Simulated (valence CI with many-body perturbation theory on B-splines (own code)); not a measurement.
**Pb LXVIII: electric-dipole lines**

Calculated by relativistic CI+MBPT: five valence electrons over a frozen Dirac-Fock core [Ne], a basis of 11 s, 11 p, 10 d, 8 f, 5 g, 2 h functions for each j, with the one-electron correlation potential Σ1 (screened to all orders), the two-electron term Σ2, the three-electron term Σ3, Breit, model QED; selected single and double excitations, second order for the rest, scaled by the run's own slope (own B-spline code, finite nucleus).

No measured spectrum was set against this ion. As an estimate, large intervals hold to a few tenths of a per cent, small ones and those within an open d or f shell to about a per cent. Among the levels kept, up to 3300 cm⁻¹ of a level comes from second order outside the variational space, and about a tenth of that is noise between levels of different J, which matters for small intervals.

Lines 51 to 100 of 564 in falling wavelength, among levels below 1946.3 eV, chosen from the strongest by gf and those to the six lowest levels. Wavelengths and rates use the calculated energies. Electric multipoles are in the length gauge with retardation, E1 and E2 with the static RPA response of the core. Weak lines are less certain than strong ones. Lines between different terms over intervals too small for the method are left out, as are lines whose strength nearly cancels. The highest levels of a list are the least certain.

Levels are named by their leading jj configuration (3d3/2^4 stands for four electrons in 3d with j = 3/2), which in mixed levels can hold well under half, so a name can repeat and another be missing. Letters in brackets count levels of one name in rising energy.

| λ vac (nm) | Upper | Lower | A (s⁻¹) | log gf | Branch % |
| --- | --- | --- | --- | --- | --- |
| 5.513 | (3s 3p1/2^2 3p3/2 3d5/2) J=5/2 [b] | (3s^2 3p1/2 3p3/2 3d5/2) J=7/2 [b] | 4.75e+10 | -0.89 | 2.6 |
| 5.504 | (3s 3p1/2 3p3/2^2 3d5/2) J=3/2 [e] | (3s^2 3p3/2^2 3d5/2) J=5/2 [b] | 3.83e+10 | -1.16 | 0.7 |
| 5.503 | (3s 3p1/2^2 3p3/2^2) J=3/2 | (3s^2 3p1/2 3p3/2^2) J=5/2 | 4.19e+10 | -1.12 | 2.3 |
| 5.486 | (3s 3p1/2^2 3d5/2^2) J=7/2 | (3s^2 3p1/2 3d5/2^2) J=7/2 | 2.12e+10 | -1.12 | 2.4 |
| 5.485 | (3s 3p1/2 3p3/2^2 3d5/2) J=7/2 [b] | (3s^2 3p3/2^2 3d5/2) J=7/2 | 2.42e+10 | -1.06 | 1.1 |
| 5.446 | (3s 3p1/2^2 3p3/2 3d5/2) J=5/2 [b] | (3s^2 3p1/2 3p3/2 3d5/2) J=5/2 [b] | 2.20e+10 | -1.23 | 1.2 |
| 5.438 | (3p1/2^2 3p3/2^2 3d3/2) J=3/2 | (3s 3p1/2 3p3/2^2 3d3/2) J=5/2 [c] | 3.29e+10 | -1.23 | 0.7 |
| 5.432 | (3s 3p1/2^2 3d3/2^2) J=3/2 | (3s 3p1/2^2 3p3/2 3d3/2) J=5/2 [b] | 4.66e+10 | -1.08 | 45.2 |
| 5.387 | (3s 3p1/2 3p3/2^3) J=3/2 [b] | (3s^2 3p3/2^3) J=3/2 | 3.30e+10 | -1.24 | 0.5 |
| 5.366 | (3s 3p1/2^2 3d3/2 3d5/2) J=5/2 [b] | (3s^2 3p1/2 3d3/2 3d5/2) J=7/2 [a] | 2.56e+10 | -1.18 | 4.7 |
| 5.341 | (3s^2 3p1/2 3p3/2 3d3/2) J=1/2 [a] | (3s^2 3p1/2 3p3/2^2) J=1/2 | 6.12e+09 | -2.28 | 40.0 |
| 5.325 | (3p1/2^2 3p3/2^2 3d3/2) J=5/2 | (3s 3p1/2 3p3/2^2 3d3/2) J=7/2 [b] | 3.11e+10 | -1.10 | 0.5 |
| 5.323 | (3s^2 3p1/2 3p3/2 3d3/2) J=3/2 [a] | (3s^2 3p1/2 3p3/2^2) J=1/2 | 3.70e+09 | -2.20 | 0.5 |
| 5.277 | (3s 3p1/2^2 3d3/2 3d5/2) J=3/2 [b] | (3s^2 3p1/2 3d3/2 3d5/2) J=5/2 [a] | 3.17e+10 | -1.28 | 5.8 |
| 5.276 | (3s 3p1/2^2 3p3/2 3d3/2) J=5/2 [b] | (3s^2 3p1/2 3p3/2 3d3/2) J=7/2 | 6.31e+10 | -0.80 | 2.8 |
| 5.268 | (3s 3p1/2 3p3/2^2 3d5/2) J=7/2 [c] | (3s^2 3p3/2^2 3d5/2) J=9/2 | 4.44e+10 | -0.83 | 1.1 |
| 5.238 | (3s 3p1/2 3p3/2^2 3d5/2) J=9/2 [c] | (3s^2 3p3/2^2 3d5/2) J=9/2 | 3.78e+10 | -0.81 | 1.1 |
| 5.224 | (3s 3p1/2^2 3p3/2 3d5/2) J=7/2 [b] | (3s^2 3p1/2 3p3/2 3d5/2) J=9/2 | 5.22e+10 | -0.77 | 2.0 |
| 5.201 | (3s 3p1/2^2 3p3/2 3d3/2) J=3/2 [b] | (3s^2 3p1/2 3p3/2 3d3/2) J=5/2 [a] | 3.42e+10 | -1.26 | 2.4 |
| 5.201 | (3s 3p1/2^2 3p3/2^2) J=3/2 | (3s^2 3p1/2 3p3/2^2) J=3/2 | 2.23e+10 | -1.44 | 1.2 |
| 5.195 | (3p1/2^2 3p3/2^3) J=3/2 | (3s 3p1/2 3p3/2^3) J=5/2 | 8.96e+10 | -0.84 | 1.8 |
| 5.162 | (3s 3p1/2 3p3/2^2 3d3/2) J=5/2 [e] | (3s^2 3p3/2^2 3d3/2) J=7/2 | 5.16e+10 | -0.91 | 0.5 |
| 5.136 | (3s 3p1/2 3p3/2^2 3d5/2) J=5/2 [c] | (3s^2 3p3/2^2 3d5/2) J=7/2 | 2.77e+10 | -1.18 | 0.7 |
| 5.116 | (3s 3p1/2^2 3p3/2^2) J=1/2 | (3s^2 3p1/2 3p3/2^2) J=3/2 | 4.69e+08 | -3.43 | 0.0 |
| 5.107 | (3p1/2^2 3p3/2^2 3d3/2) J=7/2 | (3s 3p1/2 3p3/2^2 3d3/2) J=9/2 | 3.77e+10 | -0.93 | 0.7 |
| 5.083 | (3s 3p1/2 3p3/2 3d3/2^2) J=5/2 [a] | (3s 3p1/2 3p3/2^2 3d3/2) J=7/2 [a] | 4.48e+10 | -0.98 | 3.5 |
| 5.046 | (3s^2 3p1/2 3p3/2 3d3/2) J=5/2 [a] | (3s^2 3p1/2 3p3/2^2) J=5/2 | 9.73e+09 | -1.65 | 77.6 |
| 5.020 | (3s 3p1/2 3p3/2 3d3/2^2) J=7/2 [a] | (3s 3p1/2 3p3/2^2 3d3/2) J=9/2 | 7.18e+10 | -0.66 | 4.0 |
| 4.957 | (3s 3p1/2^2 3p3/2 3d3/2) J=1/2 [b] | (3s^2 3p1/2 3p3/2 3d3/2) J=3/2 [a] | 7.22e+10 | -1.27 | 2.4 |
| 4.950 | (3s 3p1/2^2 3d3/2^2) J=5/2 | (3s 3p1/2^2 3p3/2 3d3/2) J=3/2 [b] | 2.55e+10 | -1.25 | 24.1 |
| 4.947 | (3s^2 3p1/2 3p3/2 3d3/2) J=3/2 [a] | (3s^2 3p1/2 3p3/2^2) J=5/2 | 2.86e+10 | -1.38 | 4.0 |
| 4.924 | (3s 3p1/2^2 3p3/2 3d5/2) J=7/2 [b] | (3s^2 3p1/2 3p3/2 3d5/2) J=7/2 [a] | 2.51e+10 | -1.14 | 0.9 |
| 4.838 | (3p1/2^2 3p3/2^2 3d3/2) J=1/2 | (3p1/2^2 3p3/2^3) J=3/2 | 1.02e+11 | -1.15 | 2.3 |
| 4.791 | (3s^2 3p1/2 3p3/2 3d3/2) J=5/2 [a] | (3s^2 3p1/2 3p3/2^2) J=3/2 | 1.24e+08 | -3.59 | 1.0 |
| 4.777 | (3s^2 3p1/2 3p3/2 3d3/2) J=7/2 | (3s^2 3p1/2 3p3/2^2) J=5/2 | 2.40e+09 | -2.18 | 98.6 |
| 4.728 | (3s^2 3p1/2^2 3d3/2) J=3/2 | (3s^2 3p1/2^2 3p3/2) J=3/2 | 1.67e+10 | -1.65 | 100.0 |
| 4.717 | (3s^2 3p1/2 3p3/2 3d3/2) J=1/2 [a] | (3s^2 3p1/2 3p3/2^2) J=3/2 | 7.08e+09 | -2.33 | 46.2 |
| 4.702 | (3s^2 3p1/2 3p3/2 3d3/2) J=3/2 [a] | (3s^2 3p1/2 3p3/2^2) J=3/2 | 6.40e+08 | -3.07 | 0.1 |
| 4.641 | (3p1/2^2 3p3/2^2 3d3/2) J=5/2 | (3s 3p1/2 3p3/2^2 3d3/2) J=7/2 [a] | 3.11e+10 | -1.22 | 0.5 |
| 4.396 | (3s^2 3p1/2 3d3/2 3d5/2) J=9/2 | (3s^2 3p1/2 3p3/2 3d5/2) J=9/2 | 2.17e+10 | -1.20 | 4.4 |
| 4.282 | (3s^2 3p1/2 3p3/2 3d3/2) J=1/2 [b] | (3s^2 3p1/2 3p3/2^2) J=1/2 | 1.37e+09 | -3.12 | 0.0 |
| 4.253 | (3s^2 3p1/2 3p3/2 3d3/2) J=3/2 [b] | (3s^2 3p1/2 3p3/2^2) J=1/2 | 1.85e+09 | -2.70 | 0.0 |
| 4.215 | (3s^2 3p1/2 3p3/2 3d3/2) J=5/2 [b] | (3s^2 3p1/2 3p3/2^2) J=5/2 | 4.09e+09 | -2.18 | 0.1 |
| 4.075 | (3s 3p1/2^2 3d3/2 3d5/2) J=9/2 | (3s 3p1/2^2 3p3/2 3d5/2) J=9/2 | 2.81e+10 | -1.15 | 5.0 |
| 4.036 | (3s^2 3p1/2 3p3/2 3d3/2) J=5/2 [b] | (3s^2 3p1/2 3p3/2^2) J=3/2 | 3.26e+08 | -3.32 | 0.0 |
| 4.010 | (3s^2 3p1/2 3p3/2 3d3/2) J=3/2 [b] | (3s^2 3p1/2 3p3/2^2) J=5/2 | 3.48e+09 | -2.47 | 0.0 |
| 3.886 | (3s^2 3p1/2 3p3/2^2) J=5/2 | (3s^2 3p1/2^2 3d3/2) J=3/2 | 5.61e+08 | -3.12 | 60.4 |
| 3.871 | (3s^2 3p1/2 3p3/2 3d3/2) J=1/2 [b] | (3s^2 3p1/2 3p3/2^2) J=3/2 | 1.17e+10 | -2.28 | 0.1 |
| 3.847 | (3s^2 3p1/2 3p3/2 3d3/2) J=3/2 [b] | (3s^2 3p1/2 3p3/2^2) J=3/2 | 2.81e+08 | -3.60 | 0.0 |
| 3.350 | (3s 3p1/2^2 3d3/2 3d5/2) J=7/2 [b] | (3s^2 3p1/2 3d3/2^2) J=5/2 | 7.37e+10 | -1.00 | 13.4 |
